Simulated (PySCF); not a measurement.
**Diatomics of Li with the chalcogens**

MP2 with double-zeta basis sets in PySCF, for the lowest determinant that a PBE0 search found; no spin–orbit coupling. De refers to high-spin ground-configuration atoms.

```csv
M,basis,"reference, frozen orbitals",state (unpaired electrons),Re (Å),ωe (cm⁻¹),De (eV)
O,def2-SVP,"UHF, 1",doublet (π ↑),1.678,859,3.00
S,aug-cc-pVDZ/aug-cc-pV(D+d)Z,"UHF, 5",doublet (π ↑),2.176,555,2.90
Se,def2-SVP,"UHF, 9",doublet (π ↑),2.291,515,2.52
Te,def2-SVP,"UHF, 4",doublet (π ↑),2.514,451,2.23
```

Q: By what factor does the harmonic wavenumber vary along the series?

A: At MP2 it runs from 451 cm⁻¹ (LiTe) to 859 cm⁻¹ (LiO), a factor of 1.90.

The rows differ in basis set, which adds steps of its own.

Relativity is treated differently too: O no relativity; S no relativity; Se no relativity; Te scalar-relativistic core potentials.

Down a group bonds as a rule get longer and wavenumbers fall, partly through the reduced mass; this series shows no clear exception.

Correlated steps freeze the inner cores (1 to 9 orbitals); shallow outer-core shells are correlated. Correlated levels converge slowly with the basis: in double zeta they bind strong bonds too weakly, by up to about 1 eV, and carry superposition errors of some tenths. Spin–orbit coupling is left out, which matters for elements this heavy, above all for dissociation energies. States were picked by a PBE0 search and need not be the measured ground states.
